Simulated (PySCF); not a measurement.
# C₆ coefficients of unlike pairs at PBE0

Calculated with PySCF 2.14 from the dipole response of each species, C₆(A,B) = (3/π) ∫ α_A(iu) α_B(iu) du, in atomic units, from isotropic polarisabilities. For ions this is the dispersion term alone; charge-induced terms of lower order in 1/R come first.

```tsv
species	configuration	basis	relativity	α (bohr³)	C₆ (like pair)
Ti²⁺	[Ar] 3d2 (3F)	aug-cc-pVTZ-DK (8s7p5d3f2g)	spin-free X2C	4.915	14.68
In	[Kr] 4d10 5s2 5p1 (2P)	aug-cc-pVTZ-DK3 (8s7p5d2f)	spin-free X2C	75.20	771.3
As²⁺	[Ar] 3d10 4s2 4p1 (2P)	aug-cc-pVQZ-DK (8s7p5d3f2g)	spin-free X2C	10.25	44.46
Ge²⁺	[Ar] 3d10 4s2 (1S)	aug-cc-pVTZ-PP with one added diffuse shell each of s, d, f type with ECP10MDF (7s5p5d3f)	core potential	10.67	39.98
```

(1) Estimate C₆ for As²⁺ with In.

No spin-orbit coupling is included.

The other pairs:

```csv
pair,C₆
"As²⁺, Ti²⁺",24.71
"In, Ti²⁺",86.41
"Ge²⁺, As²⁺",41.99
"Ge²⁺, Ti²⁺",22.89
"Ge²⁺, In",163.7
```

Results:

(1) The integral gives 167.1. The combination rule 2 C_A C_B / (C_A α_B/α_A + C_B α_A/α_B) gives 159.0 and the geometric mean 185.2.
